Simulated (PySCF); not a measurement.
Compound: SiH3(NEt2), C₄H₁₃NSi.
Bonds: Si1–N5, N5–C6, N5–C8, C6–C7, C8–C9. Hydrogens: H2, H3, H4 on Si1; H10, H11 on C6; H12, H13, H14 on C7; H15, H16 on C8; H17, H18, H19 on C9.

A calculation gives these core lines: C 1s: 290.43 (area 2), 291.39 (area 2) eV; N 1s: 403.98 eV; Si 1s: 1846.52 eV; Si 2p3/2: 106.66 eV.

Computed, not measured: PySCF, delta-SCF UKS SCAN, pcX-2 on the ionised atom, pcseg-1 elsewhere, spin-free X2C. One conformer (not necessarily the lowest) at the PBE0-D3(BJ)/def2-SVP geometry, without solvent, vibrations or thermal averaging.

Q: Order the carbon atoms by C 1s binding energy.

A: 290.43 eV: C7/C9 (carbon bonded to C and 3 H); 291.39 eV: C6/C8 (carbon bonded to C, N and 2 H). Lowest listed C 1s: C7/C9, bonded to C and 3 H. Highest, 0.96 eV above it: C6/C8, bonded to N, C and 2 H.

Bonded neighbours of each site: Si1: N and 3 H; N5: 2 C and Si; C6/C8: N, C and 2 H; C7/C9: C and 3 H.

Q: Which effective nuclear charge Zeff reproduces each element's mean 1s value in the hydrogen-like formula E = 13.606 eV × Zeff²?

A: C (Z = 6): mean 290.9 eV, Zeff = 4.62, Z − Zeff = 1.38; N (Z = 7): mean 404.0 eV, Zeff = 5.45, Z − Zeff = 1.55; Si (Z = 14): mean 1846.5 eV, Zeff = 11.65, Z − Zeff = 2.35. Means run over the listed sites, weighted by atom count.

Topologically equivalent atoms share the value of their first member; where this conformer doesn't relate them by symmetry, their own values could differ. Spin–orbit and ligand-field terms were added within each 2p shell after the spin-free SCF. 2p1/2 minus 2p3/2 (ligand field included): Si 0.62 eV.
